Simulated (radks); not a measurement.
Removal energies from the thulium ion Tm11+, [Kr] 4d10 4f8 5s2 5p2, by Delta-SCF beside the eigenvalue of the level emptied. Method: scalar-relativistic Kohn-Sham, PBE, spin-polarised, spherical densities, finite nucleus; Fermi nuclear charge, rms radius of each element as measured or else 0.836 A^(1/3) + 0.57 fm; computed with a radial shooting solver on a logarithmic mesh with Libxc functionals. Open shells are filled with parallel spins first.

removed from    final configuration  Delta-SCF (eV)  -eigenvalue (eV)
5p            [Kr] 4d10 4f8 5s2 5p1          213.61            204.33
4f            [Kr] 4d10 4f7 5s2 5p2          228.80            213.28
5s            [Kr] 4d10 4f8 5s1 5p2          243.86            234.16
4d             [Kr] 4d9 4f8 5s2 5p2          404.51            388.36
